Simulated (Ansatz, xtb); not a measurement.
**Ranking isomers of BrH6NSi2**

3 gas-phase structures of BrH6NSi2, found in a search over its isomers (lower ones may exist). Each was relaxed with GFN2-xTB; where two conformers were screened, the lower at r2SCAN-D4/def2-SVP is listed:

A. `[SiH3]N[SiH2]Br`, a singlet
B. `N[SiH2][SiH2]Br`, a singlet
C. `N[Si@H]([SiH3])Br`, a singlet

Task: Make a reasoned guess at their ranking by r2SCAN-D4/def2-SVP single-point energy.

Result: Calculated order at r2SCAN-D4/def2-SVP: A (0.000), C (0.421), B (0.669) eV.

Energies above the lowest of each column, in eV; the last columns are at PBE0-D3(BJ)/def2-SVP geometries:

| structure | GFN2-xTB | HF/STO-3G | r2SCAN-D4/def2-SVP | PBE0-D3(BJ)/def2-SVP | CCSD(T)/def2-SVP + ΔMP2/def2-TZVPP |
| --- | --- | --- | --- | --- | --- |
| A | 0.000 | 0.000 | 0.000 | 0.000 | 0.000 |
| C | 1.361 | 0.378 | 0.421 | 0.366 | 0.579 |
| B | 1.269 | 0.595 | 0.669 | 0.587 | 0.770 |

Every level run on A puts it lowest or level with the lowest. Flexible structures stand in one conformer each, not always the lowest. ΔMP2 is the change of the MP2 energy from the smaller to the larger basis.

Programs: Ansatz 0.2.0, xtb 6.7.1.
